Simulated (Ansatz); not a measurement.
```yaml
crystal:
  periodic: [false, false, false]
  atoms:
    - {symbol: N, position_ang: [-4.486531, 1.726155, 0.325583]}
    - {symbol: Sn, position_ang: [-1.336309, -1.195560, 0.624294]}
    - {symbol: C, position_ang: [2.910564, 0.449649, -0.119434]}
    - {symbol: O, position_ang: [4.865936, -1.721751, -0.779275]}
    - {symbol: H, position_ang: [-4.422094, 2.905882, -1.460377]}
    - {symbol: H, position_ang: [-4.565430, 3.072741, 1.988678]}
    - {symbol: H, position_ang: [-1.954609, -3.639606, -1.988525]}
    - {symbol: H, position_ang: [-1.677373, -2.653243, 3.913307]}
    - {symbol: H, position_ang: [2.837549, 2.090765, -1.760652]}
    - {symbol: H, position_ang: [3.667409, 1.451902, 1.817984]}
    - {symbol: H, position_ang: [4.299306, -2.607576, -2.518406]}
basis:
  gaussian: {orbitals: def2-mTZVP, nuclear_model: gaussian}
hamiltonian: {xc: {name: rPW86-PBE}, dispersion: rvv10}
accuracy: high
output: {forces: true}
```

```sh
$ ansatz run in.yaml --threads 4 --pin off --events-out ev --progress --plain --max-ram 10444MiB
```

Output, abridged:

```
Functional definition: rPW86-PBE+rVV10
2435 factors; integrals over basis functions are off by at most 1.6e-7 eV
mean field evaluation 1: about -10441.4951 eV, gradient 1.4e2 eV
mean field evaluation 2: about -9885.5651 eV, gradient 1.4e2 eV
mean field evaluation 4: about -9999.5409 eV, gradient 3.5e2 eV
mean field evaluation 8: about -10494.7006 eV, gradient 7.3e0 eV
mean field evaluation 16: about -10495.5883 eV, gradient 1.1e-5 eV
mean field -10495.58825677 eV, -385.7057542710 hartree, gradient 6.5e-8 eV, S^2 0.000000; 8 other end points of the search recorded, 0 dependent functions left out
reference -10495.58828400 eV, -385.7057552717 hartree; 25, 25 occupied and 94, 94 virtual orbitals, 2435 factors
Total energy: -10495.58828400 eV, -385.7057552717 hartree
Atom 0 at    -4.486531     1.726155     0.325583 Å, force     0.149834     2.533923    -0.116424 eV/Å
Atom 1 at    -1.336309    -1.195560     0.624294 Å, force    -0.316295    -0.621744     0.121263 eV/Å
Atom 2 at     2.910564     0.449649    -0.119434 Å, force     0.855566     1.424527     0.110403 eV/Å
Atom 3 at     4.865936    -1.721751    -0.779275 Å, force    -1.447375    -0.590784    -2.327254 eV/Å
Atom 4 at    -4.422094     2.905882    -1.460377 Å, force    -0.030736    -1.301996     2.321211 eV/Å
Atom 5 at    -4.565430     3.072741     1.988678 Å, force     0.156880    -1.519664    -2.179471 eV/Å
Atom 6 at    -1.954609    -3.639606    -1.988525 Å, force     0.152188     0.593972     0.644387 eV/Å
Atom 7 at    -1.677373    -2.653243     3.913307 Å, force     0.089208     0.359600    -0.828691 eV/Å
Atom 8 at     2.837549     2.090765    -1.760652 Å, force     0.169921    -1.420368     1.459087 eV/Å
Atom 9 at     3.667409     1.451902     1.817984 Å, force    -0.585575    -0.871633    -1.823237 eV/Å
Atom 10 at     4.299306    -2.607576    -2.518406 Å, force     0.806383     1.414166     2.618724 eV/Å
Dipole moment:    -0.813277     0.099858    -0.025698 e Å
```

(1) Something in this input is off. What?

Answers

(1) The coordinates are in bohr but typed as ångström. The run converged. The result belongs to that input, not to the molecule as meant.
